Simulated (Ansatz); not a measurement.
In(PF3)Br3 (InPBr₃F₃), relaxed as a singlet with RKS B3LYP-D4/def2-SVP in Ansatz, starting from the GFN2-xTB geometry. Force threshold 0.02 eV/Å.

In the def2 sets In takes a core potential; there is no spin–orbit coupling.

Start:

```xyz
8

In    1.6096   -0.1068    0.5872
P    -1.0279    0.2419   -0.3517
F    -1.5834    0.8758   -1.6891
F    -2.3556    0.4439    0.4799
F    -1.3441   -1.2443   -0.7647
Br    0.2923   -1.5003    2.1808
Br    2.5422    2.0665    1.3569
Br    1.8668   -0.7766   -1.7993
```

| step | energy (eV) | largest force component (eV/Å) | SCF passes |
| --- | --- | --- | --- |
| 1 | -232728.7032 | 1.297 | 15 |
| 2 | -232728.8877 | 0.375 | 18 |
| 3 | -232728.9225 | 0.188 | 19 |
| 4 | -232728.9451 | 0.142 | 19 |
| 5 | -232728.9649 | 0.075 | 19 |
| 6 | -232728.9711 | 0.515 | 20 |
| 7 | -232728.9769 | 0.209 | 19 |
| 8 | -232728.9791 | 0.121 | 19 |
| 9 | -232728.9801 | 0.085 | 18 |
| 10 | -232728.9811 | 0.005 | 19 |
| 11 | -232728.9811 | 0.014 | 19 |

Force components are those of the run's own axes.

End:

Cartesian coordinates in Å:
```
In 1.576 -0.211 0.557
P -1.147 0.157 -0.407
F -1.383 1.148 -1.621
F -2.231 0.713 0.605
F -1.918 -1.117 -0.950
Br 0.863 -1.816 2.328
Br 1.860 2.198 1.128
Br 2.379 -1.071 -1.640
```

By distances, no bond broke or formed. The bond that changes most is In1–P2, from 2.82 to 2.91 Å (atoms count from 1).

The force fell under the threshold at step 10, but the optimiser went on. No frequencies were taken in this run, so the end may be a saddle point.

Run time 1.8 min (4 threads of Intel Xeon on a shared host), peak host memory 0.74 GiB.
